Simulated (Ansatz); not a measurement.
Species: C4H6SSi, SMILES `SC1=C[SiH2]C=C1` (H–S–C–C torsion 180°) (charge 0, multiplicity 1).

Question: Give a relaxed geometry from PBE0-D3(BJ)/def2-TZVP (Ansatz, a program for electronic structure).

Answer: This is not unique; one that fits is the end point of this relaxation, one of several conformers (outside a Z-matrix the atoms follow the SMILES, hydrogens last).
Z-matrix (Å, degrees):
```
C
C 1 1.3468
H 2 1.0819 1 122.64
C 1 1.4846 2 116.88 3 180.00
C 4 1.3376 1 116.60 2 0.00
H 5 1.0822 4 122.12 1 180.00
H 4 1.0871 5 124.01 6 0.00
S 1 1.7498 2 123.27 3 0.00
H 8 1.3414 1 97.02 2 -180.00
Si 2 1.8513 3 130.53 1 -180.00
H 10 1.4885 2 114.53 3 -62.79
H 10 1.4885 11 108.01 5 126.31
```
